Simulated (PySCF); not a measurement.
A PySCF script (with the pyscf-properties extension) for the NMR shieldings of SMILES FC(F)(F)CC1=C[SiH2]S1, C4H5F3SSi, on a GFN2-xTB geometry:

```python
import basis_set_exchange as bse
import numpy as np
from pyscf import gto, dft
from pyscf.prop import nmr

atoms = """
F    -1.709592    0.818366   -1.268929
C    -2.023578    0.272094   -0.084983
F    -3.252211    0.720022    0.222468
F    -2.145045   -1.047032   -0.293275
C    -1.025304    0.608021    1.003418
C     0.354060    0.125993    0.704183
C     0.865815   -0.532975   -0.348259
Si    2.641666   -0.664499    0.230126
S     1.637757    0.421556    1.886589
H    -1.378255    0.162949    1.938833
H    -1.017891    1.694556    1.133139
H     0.320573   -0.846966   -1.220726
H     3.104547   -1.947371    0.730326
H     3.626780    0.214812   -0.375051
"""
names = dict.fromkeys(["F", "C", "Si", "S", "H"], "pcSseg-1")
basis = {el: gto.basis.parse(bse.get_basis(n, elements=[el], fmt="nwchem")) for el, n in names.items()}
mol = gto.M(atom=atoms, basis=basis, charge=0, verbose=0)
mf = dft.RKS(mol, xc="PBE0")
mf.grids.level = 2
mf.grids.alignment = dft.numint.BLKSIZE   # the property module wants whole blocks of grid points
mf.conv_tol = 1e-9
mf.kernel()

calc = nmr.RKS(mf)   # GIAO
C = mf.mo_coeff
Co = C[:, mf.mo_occ > 0]
resp = mf.gen_response(singlet=True, hermi=2)
def vind(x):   # induced exchange potential for any number of trial vectors
    d = np.einsum("pi,xij,qj->xpq", C, 2 * x.reshape(-1, C.shape[1], Co.shape[1]), Co, optimize=True)
    return np.einsum("xpq,pi,qj->xij", resp(d - d.transpose(0, 2, 1)), C, Co, optimize=True).ravel()
mo1, _ = nmr.rhf.solve_mo1(calc, with_cphf=vind)
sigma = calc.kernel(mo1)
for i, s in enumerate(sigma):   # ppm
    print("%2d %-2s %9.2f" % (i, mol.atom_pure_symbol(i), np.trace(s) / 3))
```

Problem. Give the expected output.

Solution. 
```
 0 F     251.26
 1 C      52.87
 2 F     248.09
 3 F     251.38
 4 C     140.14
 5 C      17.02
 6 C      65.52
 7 Si    384.97
 8 S     526.24
 9 H      28.59
10 H      28.58
11 H      26.16
12 H      26.30
13 H      26.31
```

These numbers come from an equivalent density-fitted implementation of the same equations, which agrees with the script to about 0.01 ppm for H and up to a few tenths of a ppm for heavy atoms, so last digits may differ.

Problem. Turn these shieldings into chemical shifts. References, each an isolated molecule treated in the same way: CFCl3 for 19F (σ = 170.95 ppm); 13C (σ = 186.93 ppm), 29Si (σ = 349.16 ppm), 1H (σ = 31.72 ppm) vs TMS; 33S (σ = 503.73 ppm) vs CS2.

Solution. Averaging equivalent atoms: F 0/2/3: -79.3; C 5: 169.9; C 1: 134.1; C 6: 121.4; C 4: 46.8; Si 7: -35.8; S 8: -23; H 11: 5.56; H 12/13: 5.41; H 9/10: 3.13 ppm. Unscaled 19F shifts against computed CFCl3 carry errors that often reach 10 to 50 ppm.

Size and cost of the density-fitted run: 192 basis functions, 59 s wall time on 1 thread of an Arm Neoverse N1, shared host; peak memory 0.84 GiB.
